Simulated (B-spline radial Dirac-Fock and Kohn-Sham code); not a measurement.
**Radiative decay of the M3 hole in Dy⁺**

System: the Dy⁺ ion, configuration [Xe] 4f10 6p1 (not the ground configuration).

Model: one-electron (LDA, Dirac) transition rates at Dirac-Fock energies. Program: an atomic code on a B-spline grid.

```tsv
line	multipole	energy (eV)	rate (s⁻¹)	share (%)
M3-M4	E1	346.9	1.27e+11	0.523
M3-M5	E1	382.5	1.58e+12	6.50
M3-N1	E1	1256.8	4.00e+12	16.5
M3-N2	E2	1338.4	7.08e+09	0.0292
M3-N3	E2	1375.4	6.14e+09	0.0253
M3-N4	E1	1510.5	1.96e+12	8.10
Mγ	E1	1517.1	1.58e+13	65.2
M3-O1	E1	1623.6	6.88e+11	2.84
M3-N6	E2	1674.2	9.22e+09	0.0380
M3-N7	E2	1675.2	5.41e+10	0.223
```

The listed lines hold 100.0 % of the radiative rate. The radiative width is 0.0160 eV in the length form and 0.0156 eV in the velocity form; the two differ because the transition energies are not eigenvalue differences of the potential that gave the orbitals.

Values without a named source are computed, but for edge energies of neutral atoms, which are taken from tables.
